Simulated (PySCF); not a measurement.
## `C(/C=N/N=C)(C)(C)C`, C$_{6}$H$_{12}$N$_{2}$

Cartesian coordinates in Å; atom numbers follow the order of the lines, from 1:
```xyz
20

C     3.6761   -0.1162   -0.9496
N     2.8057    0.3608   -0.1706
N     1.5321    0.3927   -0.2959
C     0.6325   -0.3489    0.1838
C    -0.8227    0.0097    0.0778
C    -1.5518   -1.1295   -0.6453
C    -1.3825    0.1556    1.4987
C    -1.0050    1.3169   -0.6911
H     3.4474   -0.7170   -1.8279
H     4.7086    0.0973   -0.7311
H     0.8654   -1.2791    0.7096
H    -2.6150   -0.9105   -0.7094
H    -1.1622   -1.2495   -1.6538
H    -1.4246   -2.0696   -0.1123
H    -0.8763    0.9634    2.0226
H    -2.4463    0.3794    1.4611
H    -1.2430   -0.7641    2.0633
H    -0.4713    2.1221   -0.1944
H    -2.0594    1.5767   -0.7484
H    -0.6130    1.2205   -1.7000
```

Computed with GIAO HSE06/STO-3G magnetisability, rotational g tensor and spin-rotation constants, non-relativistic, gas phase (PySCF). Geometry: GFN2-xTB.

Problem. Give the nuclear spin-rotation constants along the inertial axes (H = +C I·J) beside the isotropic shieldings.

Solution. Rotational constants 4.2223, 1.0396, 1.0299 GHz. A star marks the isotopologue with that one atom substituted, in its own axes.
```csv
atom,isotope,Caa (kHz),Cbb (kHz),Ccc (kHz),mean (kHz),σ (ppm)
N2,14N,0.955,0.113,0.039,0.369,37.1
N3,14N,0.889,0.050,0.099,0.346,51.6
H9,1H,-0.371,0.050,-0.102,-0.141,27.5
H10,1H,0.250,-0.091,-0.107,0.017,27.2
H11,1H,-0.381,-0.098,0.047,-0.144,27.7
H12,1H,0.013,-0.116,-0.105,-0.069,32.0
H13,1H,-0.311,-0.065,-0.078,-0.151,32.1
H14,1H,-0.449,-0.105,-0.002,-0.185,32.0
H15,1H,-0.367,-0.008,-0.118,-0.165,32.0
H16,1H,0.014,-0.116,-0.105,-0.069,32.0
H17,1H,-0.449,-0.106,-0.002,-0.185,32.0
H18,1H,-0.372,-0.006,-0.110,-0.163,31.7
H19,1H,0.002,-0.116,-0.102,-0.072,32.2
H20,1H,-0.328,-0.059,-0.071,-0.153,31.8
C1,13C*,0.911,0.216,0.090,0.406,145.0
C4,13C*,0.898,0.113,0.241,0.417,136.6
C5,13C*,0.403,0.092,0.095,0.196,197.5
C6,13C*,0.338,0.060,0.083,0.160,210.2
```
For the geometry as given, no vibrational averaging.
